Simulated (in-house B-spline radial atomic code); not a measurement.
Values are calculated unless marked as measured or tabulated.
# N ion on Hf atom: potential, deflection and energy transfer

The pair potential comes from two frozen, spherical free-atom densities (PBE, B-spline radial code, scalar-relativistic past argon): electrostatics plus the change in Thomas-Fermi kinetic and Dirac exchange energy where they overlap, the recipe behind the universal ZBL potential, which averages such potentials (from solid-state densities) over many pairs. It is written V = (Z1 Z2 e²/r) φ(r/a), with e² = 14.3996 eV·Å and a = 0.46850 Å/(Z1^0.23 + Z2^0.23); ZBL's fit is φ = 0.18175 e^(−3.1998x) + 0.50986 e^(−0.94229x) + 0.28022 e^(−0.4029x) + 0.02817 e^(−0.20162x). Where φ falls below 4e-4 it is continued as an exponential.

Masses 14.01 and 178.49 u.

| x = r/a | φ, this pair | φ, ZBL |
| --- | --- | --- |
| 0.1 | 0.876 | 0.8928 |
| 0.5 | 0.5947 | 0.6096 |
| 1.5 | 0.29 | 0.2995 |
| 3 | 0.1247 | 0.1292 |
| 5 | 0.05143 | 0.05224 |
| 8 | 0.01798 | 0.01705 |
| 12 | 0.005113 | 0.00474 |
| 17 | 0.001119 | 0.001212 |

Question: At x = 5 the electrostatic, kinetic and exchange parts are -14.47, 757.43 and -67.61 eV. Find r, V and φ.

Answer: a = 0.46850/(1.5645 + 2.6742) = 0.11053 Å, so r = 0.55265 Å. V = -14.47 + 757.43 + (-67.61) = 675.35 eV. The bare repulsion is 7 × 72 × 14.3996/0.55265 = 13132 eV, so φ = 0.0514, -1.6 % against ZBL's 0.0522. The kinetic (Pauli) term is 112 % of V here, as the other two terms together attract.

Question: The ion comes in at 0.7081 keV with impact parameter 0.0553 Å. The scattering integral gives a centre-of-mass angle of 164.2° and a closest approach of 5.065 a. What are the reduced energy, the energy passed on and the laboratory angles?

Answer: ε = E a M2/(Z1 Z2 e² (M1 + M2)) = 708.1 × 1.4122e-05 = 0.01. The most that one collision can pass on is γE with γ = 4 M1 M2/(M1 + M2)² = 0.2699. Here T = γE sin²(θ/2) = 0.2699 × 708.1 × 0.9811 = 187.5 eV. The ion turns by arctan(sin θ/(cos θ + M1/M2)) = 162.9° (second quadrant: it bounces back), and the struck atom leaves at (180° − θ)/2 = 7.9°. The closest approach is 0.560 Å. With ZBL the angle would be 164.45° and T = 187.6 eV.
